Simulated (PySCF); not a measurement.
**Correlation energy of Co (cobalt, neutral)**

[Ar] 3d8 4s1, high-spin 4F determinant (an excited configuration). All numbers are calculated (PySCF 2.14, the non-relativistic Hamiltonian (point nucleus), in def2-QZVPPD). Frozen: [Ar]; 9 electrons correlated.

MP2 pair energies summed by pair of shells (mhartree):

| pair | energy | share (%) |
| --- | --- | --- |
| 3d-3d | -299.35 | 92.7 |
| 3d-4s | -23.50 | 7.3 |

Total MP2 correlation energy: -322.86 mhartree.

Same-spin part -124.16 and opposite-spin part -198.69 mhartree; SCS-MP2 scales them by 1/3 and 6/5 to -279.82 mhartree.
